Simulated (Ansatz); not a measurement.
Geometry optimisation, RKS PBE-D4/def2-SVP in Ansatz 0.2.0.

input.yaml

```yaml
crystal:
  periodic: [false, false, false]
  atoms:
    - { symbol: O, position_ang: [1.6475, 0.9691, -0.3012] }
    - { symbol: B, position_ang: [0.8567, -0.2136, -0.0209] }
    - { symbol: F, position_ang: [-0.54126, -0.05158, 0.21227] }
    - { symbol: Si, position_ang: [1.60473, -1.92037, 0.01505] }
    - { symbol: H, position_ang: [1.5571, 1.0957, -1.3162] }
    - { symbol: H, position_ang: [2.25808, -2.29031, -1.27138] }
    - { symbol: H, position_ang: [2.63542, -2.02714, 1.07751] }
    - { symbol: H, position_ang: [0.56707, -2.92983, 0.30596] }
basis:
  gaussian: { orbitals: def2-SVP }
hamiltonian:
  xc: pbe
  dispersion: d4
relax:
  f_tol: 0.015
  max_steps: 40
```

Run as:

```bash
$ ansatz run input.yaml --threads 1 --pin off --max-ram 2048MiB --backend cpu --events-out ev --progress --plain --runs-dir out
```

Task: Where does it end, and by what steps?

Result: It converged. The force dipped under the threshold on the way, but the program's further checks kept it going. After 26 steps the energy has fallen by 1.093 eV; H5 moved furthest, 1.21 Å.

```
step  energy less start (eV)  largest force component (eV/Å)  accepted
   0                  0.0000                           4.729       yes
   1                 -0.4340                           2.416       yes
   2                 -0.6275                           1.497       yes
   3                 -0.8356                           0.911       yes
   4                 -0.9786                           0.613       yes
   5                 -1.0701                           0.237       yes
   6                 -1.0851                           0.062       yes
   7                 -1.0862                           0.026       yes
   8                 -1.0841                           0.377        no
   9                 -1.0862                           0.127        no
  10                 -1.0867                           0.011       yes
  11                 -1.0877                           0.148       yes
  12                 -1.0883                           0.141       yes
  13                 -1.0877                           0.277        no
  14                 -1.0875                           0.229        no
  15                 -1.0894                           0.016       yes
  16                 -1.0905                           0.084       yes
  17                 -1.0888                           0.320        no
  18                 -1.0885                           0.193        no
  19                 -1.0910                           0.013       yes
  20                 -1.0917                           0.048       yes
  21                 -1.0913                           0.182        no
  22                 -1.0922                           0.049       yes
  23                 -1.0925                           0.054       yes
  24                 -1.0926                           0.078       yes
  25                 -1.0927                           0.049       yes
  26                 -1.0928                           0.004       yes
```

```xyz
8
Properties=species:S:1:pos:R:3
O 1.646 0.905 -0.093
B 0.924 -0.206 -0.381
F -0.288 -0.065 -0.960
Si 1.650 -2.062 0.046
H 1.175 1.723 -0.356
H 1.800 -2.863 -1.222
H 2.988 -1.993 0.730
H 0.690 -2.806 0.938
```

Whether the end is a true minimum wasn't checked by a vibrational analysis.

The run took 70 s on 1 thread of Arm Neoverse V1 (shared host), peak memory 0.25 GiB.
